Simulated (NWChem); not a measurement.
C3H6OS; SMILES C[C@@H](S)C=O

```xyz
11

C      1.8292     0.3771    -0.3049
C      0.4911     0.0941     0.3707
S     -0.8112     1.2352    -0.1871
C      0.0974    -1.3564     0.1952
O     -0.9812    -1.7610    -0.1400
H      2.1571     1.4054    -0.0977
H      1.7455     0.2612    -1.3956
H      2.6103    -0.3055     0.0686
H      0.6211     0.2102     1.4648
H     -1.7239     0.2484    -0.3569
H      0.9299    -2.0685     0.4318
```
Atoms are numbered in this order, from 1.

Program: NWChem. The geometry was optimised at PBE0/def2-SVP. Level: PBE0/def2-SVP with SMD (1 M gas to 1 M solution), gas-phase geometry.

For solvent water:

```yaml
solvation free energy (kcal/mol): -3.5
cavity-dispersion-structure term (kcal/mol): 3.3
dipole in solution (D): 3.82
```

Question: Estimate the same quantities for solvent toluene.

Answer: solvation free energy (kcal/mol): -5.5
cavity-dispersion-structure term (kcal/mol): -2.7
dipole in solution (D): 3.14
